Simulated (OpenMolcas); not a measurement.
Rh3+ (d6) in a complex was computed by SS-CASPT2, IPEA 0.25 Eh, imaginary shift 0.1 Eh with the d shell active (OpenMolcas, ANO-RCC-VTZP on the metal). Its lowest spin-free states, and all those of the highest spin:

```
2S+1  Degeneracy  E (cm-1)
   3           2         0
   3           1       480
   3           1      1810
   1           1      4320
   3           2      5250
   1           1      6410
   1           1      6470
   1           2      7410
   1           1      8920
   1           2     11310
   1           1     16490
   5           1     19580
   5           2     25720
   5           1     33640
   5           1     67400
```

Q: Is the site octahedral, tetrahedral or cube-like, axial, or of lower symmetry?

A: The states with 2S+1 = 5 have orbital degeneracies 1, 2, 1, 1. There are pairs but no triples, so the site is axial: not cubic, but with a proper or improper axis of order three or more. The run had Rh3+ with 4 ligands (fluoride) in square-planar coordination (D4h) at 1.85 Å. A charge of +0.25 e stands 3.2 Å behind each ligand. Ligand basis ANO-RCC-VDZP.

Over all roots computed the reference weight is 0.73 to 0.75; a low but even weight reflects the number of correlated electrons. Spin-orbit coupling mixes the spin-free states strongly: the lowest level takes only 59 % from its leading state, 3E. An orbital doublet at a regular site is open to a Jahn-Teller distortion, which this geometry leaves out. The least metal-like active orbital is 74 % on the metal (Löwdin) and no ligand orbital is active, so the numbers are rough. Ligand-to-metal charge-transfer states are missing. With no ligand orbital active B as a rule stays too high, so bands that hang on it stand too high and its fall with covalency is understated. No measured value stands beside these numbers; the geometry is a model, was not optimised and need not be the one that this ion takes.
